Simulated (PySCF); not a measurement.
Compound: C8H11 (doublet state).
Geometry (GFN2-xTB, Å), atoms numbered from 1 in this order:
```
atom  x, y, z in Å
C1    -0.7299   -0.3745   -2.6266
C2    -1.2160    0.8975   -1.9977
C3     0.2490    1.2491   -1.7288
C4     0.6733   -0.0633   -2.3957
C5     0.9171    0.1987   -0.9066
C6     0.2263   -0.5908    0.1542
C7     0.2547   -0.0935    1.5719
C8     1.0412   -1.3090    1.1881
H9    -1.1963   -1.0185   -3.3424
H10   -1.8591    0.8248   -1.1181
H11   -1.6905    1.5747   -2.7133
H12    0.6693    2.2316   -1.8697
H13    1.5029   -0.3051   -3.0433
H14    1.9529    0.4232   -0.6711
H15   -0.6775   -1.0825   -0.1815
H16    0.7972    0.8173    1.7757
H17   -0.6279   -0.2180    2.1805
H18    0.7021   -2.2742    1.5320
H19    2.1164   -1.2223    1.1403
```

The hyperfine couplings belong to this conformer and change with its torsions.

Identity: `[CH]1C[C@@H]2[C@H]1[C@@H]2C1CC1` [radical].

Computed, not measured: UKS B3LYP, pcH-1 on C H, non-relativistic, mean-field spin-orbit, GIAO (PySCF 2.14.0). Isolated species at its GFN2-xTB geometry (one conformer only). A GFN2-xTB geometry isn't a minimum of the functional, and hyperfine couplings can be far from their values at a DFT geometry. No stability test was run, so a lower SCF solution isn't excluded.

Mulliken spin populations: C1 +0.962, C2 -0.071, C3 +0.075, C4 -0.086, C5 +0.080, C6 +0.005, C7 0.000, C8 0.000, H9 -0.038, H10 +0.020, H11 +0.033, H12 +0.002, H13 +0.010, H14 -0.001, H15 +0.006, H16 0.000, H17 +0.002, H18 0.000, H19 0.000.

(1) What dipolar couplings does the calculation give for H10, H11, H12, H13, H14, H15, H16, H17, H18, H19?

(2) Estimate them with point dipoles: put each population ρk at its nucleus, leave out the nucleus itself and the atom bound to it, and sum T = Σ [ρk/(2S)]·C·(3 n nᵀ − 1)/r³ with C = μ0 gₑ μB g_N μN/(4π h) = 79.06 MHz Å³.

(3) If all the spin sat on C1, T∥ = 2C/r³. What distance does the computed T3 of H15 then imply?

## Answers

(1) 
| atom | position | distance from C1 (Å) | T1 (MHz) | T2 | T3 |
| --- | --- | --- | --- | --- | --- |
| H10 | β, 2 bonds from C1 | 2.23 | -4.51 | -3.81 | 8.31 |
| H11 | β, 2 bonds from C1 | 2.17 | -4.99 | -2.85 | 7.85 |
| H12 | γ, 3 bonds from C1 | 3.05 | -4.57 | -1.71 | 6.27 |
| H13 | β, 2 bonds from C1 | 2.27 | -4.05 | -2.13 | 6.18 |
| H14 | γ, 3 bonds from C1 | 3.41 | -4.71 | -2.40 | 7.11 |
| H15 | 4 bonds from C1 | 2.55 | -6.59 | -3.66 | 10.25 |
| H16 | 5 bonds from C1 | 4.81 | -0.95 | -0.84 | 1.79 |
| H17 | 5 bonds from C1 | 4.81 | -0.87 | -0.67 | 1.53 |
| H18 | 5 bonds from C1 | 4.79 | -0.89 | -0.75 | 1.64 |
| H19 | 5 bonds from C1 | 4.80 | -0.96 | -0.82 | 1.78 |

(2) 
| atom | T1 (MHz) | T2 | T3 | T3, computed | difference in T3 (%) |
| --- | --- | --- | --- | --- | --- |
| H10 | -6.51 | -6.39 | 12.89 | 8.31 | +55 |
| H11 | -7.40 | -6.70 | 14.11 | 7.85 | +80 |
| H12 | -2.73 | -1.47 | 4.20 | 6.27 | -33 |
| H13 | -6.96 | -5.48 | 12.44 | 6.18 | +101 |
| H14 | -1.92 | -1.35 | 3.28 | 7.11 | -54 |
| H15 | -4.89 | -3.54 | 8.42 | 10.25 | -18 |
| H16 | -1.00 | -0.89 | 1.89 | 1.79 | +6 |
| H17 | -0.84 | -0.76 | 1.61 | 1.53 | +5 |
| H18 | -0.83 | -0.74 | 1.58 | 1.64 | -4 |
| H19 | -0.96 | -0.87 | 1.82 | 1.78 | +3 |

In T3 the estimate is closest for H19 (+3 %, 4.80 Å from C1) and worst for H13 (+101 %, 2.27 Å).

(3) r = (2 × 79.06/10.25)^(1/3) = 2.49 Å, against 2.55 Å in the structure.

Time: 3.1 min wall (grids of density and orbitals included); peak memory 0.97 GiB. Hardware: one thread, Intel Xeon at 2.50 GHz (x86_64), on a shared host.
